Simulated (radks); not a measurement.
Values are calculated unless marked as measured or tabulated.
Problem. The zirconium ion Zr5+, configuration [Ar] 3d10 4s2 4p5. Code: a radial shooting solver on a logarithmic mesh with Libxc functionals. Model: scalar-relativistic Kohn-Sham, LB94 model potential, spin-polarised, spherical densities, finite nucleus; open shells are filled with parallel spins first (spin-orbit coupling, left out, can overturn this in heavy ions); Fermi nuclear charge, rms radius 4.2694 fm. Some entries of the table are withheld. Estimate them.

orbital  occ.  eigenvalue (eV)  <1/r> (bohr^-1)
1s down     1        -18003.93            41.30
1s up       1        -18003.92            41.30
2s up       1        -2567.918            9.263
2s down     1        -2567.826            9.263
2p up       3        -2301.960            9.044
2p down     3        -2301.811            9.044
3s up       1        -482.3912            3.130
3s down     1        -482.2941            3.128
3p up       3        -395.4508            2.981
3p down     3        -395.3784            2.980
3d up       5              (1)              (2)
3d down     5              (3)              (4)
4s up       1        -121.4013            1.169
4s down     1        -121.0663            1.175
4p up       3         -97.9888              (5)
4p down     2         -97.5257              (6)

Solution. 
(1) 3d up eigenvalue (eV): -252.4004
(2) 3d up <1/r> (bohr^-1): 2.758
(3) 3d down eigenvalue (eV): -252.3744
(4) 3d down <1/r> (bohr^-1): 2.757
(5) 4p up <1/r> (bohr^-1): 1.048
(6) 4p down <1/r> (bohr^-1): 1.053
